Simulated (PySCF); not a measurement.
Computed IR spectrum (relative IR intensity) of a molecule CH₇FOSi₂. The structure is a stationary point at PBE-D3(BJ)/def2-SVP. Other conformers were not sampled. These are PBE-D3(BJ)/def2-SVP (PySCF) values and carry that method's errors. Frequencies are harmonic and unscaled.

Lines under 2 % of the strongest are left out, and lines within 2 cm⁻¹ are merged.

ν (cm⁻¹): 244 (vw), 307 (w), 493 (w), 519 (w), 736 (w), 770 (vs), 848 (w), 879 (w), 901 (w), 905 (m), 1109 (s), 1167 (m), 1421 (vw), 2139 (m), 2158 (w), 2171 (m), 2177 (m), 2926 (m), 3007 (w), 3048 (w) (against the strongest line: vs over 80 %, s over 45 %, m over 15 %, w over 4 %, vw less)

Question: Which molecule gave these data?
(A) C[Si@@H](O)[SiH2]F
(B) C[SiH2][Si@H](O)F
(C) CO[Si@@H](F)[SiH3]
(D) O[SiH2]C[SiH2]F

Answer: C, CO[Si@@H](F)[SiH3]
